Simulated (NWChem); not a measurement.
System: CH3NO3Si; SMILES [SiH](O)(OC#N)O

NWChem input:

```
start job
memory heap 200 mb stack 900 mb global 1100 mb
geometry units angstroms noautosym nocenter noautoz
  N      0.033455    -2.944304     0.147335
  C     -0.201852    -1.819544    -0.109329
  O     -0.490404    -0.601282    -0.425438
  Si     0.059089     0.811856     0.426431
  O     -0.967522     1.990120    -0.114052
  O      1.611848     1.197176     0.038793
  H      0.031569     0.473351     1.869564
  H     -1.899411     1.743333    -0.247575
  H      1.765010     1.573580    -0.846425
end
basis spherical
  N library def2-svp
  C library def2-svp
  O library def2-svp
  Si library def2-svp
  H library def2-svp
end
dft
  xc b3lyp
  iterations 150
  mulliken
end
task dft energy
esp
  recalculate
  probe 0.07
  range 0.3
  factor 1.0
  spacing 0.02
end
task esp
```

Coordinates come from a PBE-D3(BJ)/def2-SVP optimisation.

Atomic charges in e: unrestrained fits to the electrostatic potential beside Mulliken populations; buried atoms are poorly determined by the fit.

Atoms are numbered as in the input.

Problem. Give the results of this calculation. (B3LYP/def2-SVP.) Quantities: ESP N1; Mulliken N1; ESP C2; Mulliken C2; ESP O3; Mulliken O3; ESP Si4; Mulliken Si4; ESP O5; Mulliken O5; relative RMS misfit of the potential (%).

Solution. 
```json
{
 "ESP N1": "-0.53",
 "Mulliken N1": "-0.03",
 "ESP C2": "0.53",
 "Mulliken C2": "-0.01",
 "ESP O3": "-0.44",
 "Mulliken O3": "-0.39",
 "ESP Si4": "1.08",
 "Mulliken Si4": "0.87",
 "ESP O5": "-0.68",
 "Mulliken O5": "-0.38",
 "relative RMS misfit of the potential (%)": "14"
}
```
